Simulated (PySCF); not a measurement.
C₂H₅Cl₂Si (SMILES [CH2][Si](C)(Cl)Cl), doublet, geometry from GFN2-xTB, with bond 8-3 at 1.6 times its length; DF-B3LYP/6-31G* in PySCF.

Input for PySCF:
```python
from pyscf import gto, scf, dft

mol = gto.M(
    atom='''
C    -1.308122   -1.521278   -0.544063
Si    0.012622   -0.324738   -0.060826
C     1.738812   -1.123203    0.110874
Cl   -0.468466    0.514638    1.728901
Cl    0.137771    1.137375   -1.469969
H    -1.541628   -1.737760   -1.571061
H    -1.873639   -2.078807    0.180827
H     1.734822   -2.366867    1.323369
H     2.482513   -0.383269    0.395863
H     2.057387   -1.570687   -0.825464
''',
    basis='6-31g*',
    charge=0,
    spin=1,
    verbose=4,
)

mf = dft.UKS(mol)
mf.xc = 'b3lyp'
mf.init_guess = 'mod_huckel'
mf = mf.density_fit(auxbasis='def2-universal-jkfit')
mf.kernel()
```

The log (banner, timings and long lists left out):

```
PySCF version 2.14.0

[INPUT] verbose = 4
[INPUT] num. atoms = 10
[INPUT] num. electrons = 65
[INPUT] charge = 0
[INPUT] spin (= nelec alpha-beta = 2S) = 1
[INPUT] symmetry False subgroup None
[INPUT] Mole.unit = angstrom
[INPUT] Symbol           X                Y                Z      unit          X                Y                Z       unit  Magmom
[INPUT]  1 C     -1.308122000000  -1.521278000000  -0.544063000000 AA   -2.471992317518  -2.874798779326  -1.028130064509 Bohr   0.0
[INPUT]  2 Si     0.012622000000  -0.324738000000  -0.060826000000 AA    0.023852123144  -0.613665882239  -0.114944481253 Bohr   0.0
[INPUT]  3 C      1.738812000000  -1.123203000000   0.110874000000 AA    3.285878462107  -2.122546052290   0.209521494335 Bohr   0.0
[INPUT]  4 Cl    -0.468466000000   0.514638000000   1.728901000000 AA   -0.885272438670   0.972524873294   3.267149386487 Bohr   0.0
[INPUT]  5 Cl     0.137771000000   1.137375000000  -1.469969000000 AA    0.260349457907   2.149327250927  -2.777838821601 Bohr   0.0
[INPUT]  6 H     -1.541628000000  -1.737760000000  -1.571061000000 AA   -2.913254705961  -3.283890470224  -2.968875014985 Bohr   0.0
[INPUT]  7 H     -1.873639000000  -2.078807000000   0.180827000000 AA   -3.540664566304  -3.928375895829   0.341713505927 Bohr   0.0
[INPUT]  8 H      1.734822000000  -2.366867000000   1.323369000000 AA    3.278338454870  -4.472730403271   2.500804971740 Bohr   0.0
[INPUT]  9 H      2.482513000000  -0.383269000000   0.395863000000 AA    4.691269670672  -0.724273442036   0.748072652849 Bohr   0.0
[INPUT] 10 H      2.057387000000  -1.570687000000  -0.825464000000 AA    3.887897962241  -2.968168257415  -1.559900885688 Bohr   0.0

nuclear repulsion = 349.360002537448
number of shells = 46
number of NR pGTOs = 227
number of NR cGTOs = 92
basis = 6-31g*
ecp = {}

******** <class 'pyscf.df.df_jk.DFUKS'> ********
method = DFUKS
initial guess = mod_huckel
damping factor = 0
level_shift factor = 0
DIIS = <class 'pyscf.scf.diis.CDIIS'>
diis_start_cycle = 1
diis_space = 8
diis_damp = 0
SCF conv_tol = 1e-09
SCF conv_tol_grad = None
SCF max_cycles = 50
direct_scf = False
number electrons alpha = 33  beta = 32
XC library pyscf.dft.libxc version 7.1.2
    S. Lehtola, C. Steigemann, M. J. T. Oliveira, and M. A. L. Marques,  SoftwareX 7, 1–5 (2018)
XC functionals = b3lyp
    P. J. Stephens, F. J. Devlin, C. F. Chabalowski, and M. J. Frisch,  J. Phys. Chem. 98, 11623 (1994)
radial grids:
    Treutler-Ahlrichs [JCP 102, 346 (1995); DOI:10.1063/1.469408] (M4) radial grids

becke partition: Becke, JCP 88, 2547 (1988); DOI:10.1063/1.454033
pruning grids: <function nwchem_prune>
grids dens level: 3
symmetrized grids: False
atomic radii adjust function: <function treutler_atomic_radii_adjust>
small_rho_cutoff = 0
Set gradient conv threshold to 3.16228e-05
Initial guess from on-the-fly Huckel, doi:10.1021/acs.jctc.8b01089,
employing the updated GWH rule from doi:10.1021/ja00480a005.
Spherically averaged atomic HF for {'H', 'Cl', 'Si', 'C'}

******** <class 'pyscf.scf.atom_hf.AtomSphAverageRHF'> ********
method = AtomSphAverageRHF
initial guess = minao
damping factor = 0
level_shift factor = 0
DIIS = <class 'pyscf.scf.diis.CDIIS'>
diis_start_cycle = 1
diis_space = 8
diis_damp = 0
SCF conv_tol = 1e-09
SCF conv_tol_grad = None
SCF max_cycles = 50
direct_scf = True
direct_scf_tol = 1e-13
atom = C
Set gradient conv threshold to 3.16228e-05
Initial guess from minao.
init E= -37.2760277011609
cycle= 1 E= -37.3124925813144  delta_E= -0.0365  |g|=    0  |ddm|= 0.352
cycle= 2 E= -37.3151528640331  delta_E= -0.00266  |g|=    0  |ddm|= 0.13
cycle= 3 E= -37.3153722895858  delta_E= -0.000219  |g|=    0  |ddm|= 0.0234
cycle= 4 E= -37.3153754157194  delta_E= -3.13e-06  |g|=    0  |ddm|= 0.00545
cycle= 5 E= -37.3153754158137  delta_E= -9.42e-11  |g|=    0  |ddm|= 1.35e-05
Extra cycle  E= -37.3153754158138  delta_E= -1.35e-13  |g|=    0  |ddm|= 1.01e-06
Atomic HF for atom  C  converged. SCF energy = -37.3153754158138

******** <class 'pyscf.scf.atom_hf.AtomSphAverageRHF'> ********
method = AtomSphAverageRHF
initial guess = minao
damping factor = 0
level_shift factor = 0
DIIS = <class 'pyscf.scf.diis.CDIIS'>
diis_start_cycle = 1
diis_space = 8
diis_damp = 0
SCF conv_tol = 1e-09
SCF conv_tol_grad = None
SCF max_cycles = 50
direct_scf = True
direct_scf_tol = 1e-13
atom = Si
Set gradient conv threshold to 3.16228e-05
Initial guess from minao.
init E= -288.57530654396
cycle= 1 E= -288.605198930311  delta_E= -0.0299  |g|=    0  |ddm|= 0.447
cycle= 2 E= -288.606010821996  delta_E= -0.000812  |g|=    0  |ddm|= 0.109
cycle= 3 E= -288.606043248808  delta_E= -3.24e-05  |g|=    0  |ddm|= 0.0135
cycle= 4 E= -288.606044263014  delta_E= -1.01e-06  |g|=    0  |ddm|= 0.0057
cycle= 5 E= -288.606044263913  delta_E= -8.99e-10  |g|=    0  |ddm|= 0.000111
Extra cycle  E= -288.606044263913  delta_E= -1.71e-13  |g|=    0  |ddm|= 1.78e-06
Atomic HF for atom  Si  converged. SCF energy = -288.606044263913

******** <class 'pyscf.scf.atom_hf.AtomSphAverageRHF'> ********
method = AtomSphAverageRHF
initial guess = minao
damping factor = 0
level_shift factor = 0
DIIS = <class 'pyscf.scf.diis.CDIIS'>
diis_start_cycle = 1
diis_space = 8
diis_damp = 0
SCF conv_tol = 1e-09
SCF conv_tol_grad = None
SCF max_cycles = 50
direct_scf = True
direct_scf_tol = 1e-13
atom = Cl
Set gradient conv threshold to 3.16228e-05
Initial guess from minao.
init E= -459.22724404626
cycle= 1 E= -459.245913863033  delta_E= -0.0187  |g|=    0  |ddm|= 0.032
cycle= 2 E= -459.24591527691  delta_E= -1.41e-06  |g|=    0  |ddm|= 0.00396
cycle= 3 E= -459.245915340991  delta_E= -6.41e-08  |g|=    0  |ddm|= 0.000737
cycle= 4 E= -459.245915344202  delta_E= -3.21e-09  |g|=    0  |ddm|= 0.000195
cycle= 5 E= -459.245915344259  delta_E= -5.73e-11  |g|=    0  |ddm|= 3.1e-05
Extra cycle  E= -459.24591534426  delta_E= -1.14e-13  |g|=    0  |ddm|= 3.37e-08
Atomic HF for atom  Cl  converged. SCF energy = -459.24591534426

******** 1 electron system ********
Atomic HF for atom  H  converged. SCF energy = -0.49823291072907

tot grids = 134216
******** <class 'pyscf.df.df.DF'> ********
auxbasis = def2-universal-jkfit
init E= -1287.58307248614

cycle= 1 E= -1285.36119280361  delta_E= 2.22  |g|= 2.45  |ddm|=  3.7
cycle= 2 E= -1276.87639709855  delta_E= 8.48  |g|= 3.31  |ddm|= 11.9
cycle= 3 E= -1288.38704615693  delta_E= -11.5  |g|= 0.803  |ddm|= 11.6
cycle= 4 E= -1288.06051876655  delta_E= 0.327  |g|= 1.07  |ddm|=  2.8
cycle= 5 E= -1289.02364405733  delta_E= -0.963  |g|= 0.243  |ddm|= 2.35
cycle= 6 E= -1289.06686383284  delta_E= -0.0432  |g|= 0.0836  |ddm|= 0.438
cycle= 7 E= -1289.07107069239  delta_E= -0.00421  |g|= 0.0371  |ddm|= 0.133
cycle= 8 E= -1289.07201478496  delta_E= -0.000944  |g|= 0.0163  |ddm|= 0.064
cycle= 9 E= -1289.07222739705  delta_E= -0.000213  |g|= 0.00527  |ddm|= 0.0284
cycle= 10 E= -1289.07225426085  delta_E= -2.69e-05  |g|= 0.00177  |ddm|= 0.00956
cycle= 11 E= -1289.07226071235  delta_E= -6.45e-06  |g|= 0.000913  |ddm|= 0.00426
cycle= 12 E= -1289.07226396658  delta_E= -3.25e-06  |g|= 0.000636  |ddm|= 0.00296
cycle= 13 E= -1289.07226659236  delta_E= -2.63e-06  |g|= 0.000339  |ddm|= 0.00378
cycle= 14 E= -1289.07226728794  delta_E= -6.96e-07  |g|= 0.000223  |ddm|= 0.00225
cycle= 15 E= -1289.07226741985  delta_E= -1.32e-07  |g|= 7.17e-05  |ddm|= 0.00107
cycle= 16 E= -1289.07226742867  delta_E= -8.82e-09  |g|= 1.76e-05  |ddm|= 0.00028
cycle= 17 E= -1289.07226742891  delta_E= -2.36e-10  |g|= 5.08e-06  |ddm|= 3.85e-05
Extra cycle  E= -1289.07226742891  delta_E= -2.96e-12  |g|= 4.58e-06  |ddm|= 1.43e-05
converged SCF energy = -1289.07226742891  <S^2> = 0.75324174  2S+1 = 2.0032391
```
